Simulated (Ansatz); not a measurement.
```xyz
2

Si    0.0000    0.0000    0.0000
Si    0.0000    0.0000    3.1500
```

Basis set: def2-SVP (spherical functions). Charge 0, multiplicity 3.

Computed with Ansatz (development build ahead of 0.2.0); each method stands on the lowest determinant of its kind that the runs found.

Q: Give the atomization energy at this shape (free ground-state atoms in the same class of orbitals less the molecule, no zero-point energy) of triplet Si2 by PBE0 (unrestricted), UHF.

A:

```csv
method,atomization energy
PBE0 (unrestricted),28.35 kcal/mol
UHF,3.31 kcal/mol
```

Caution: the shape is not the minimum. Caution for UHF: the unrestricted determinant is a mixture of spin states.
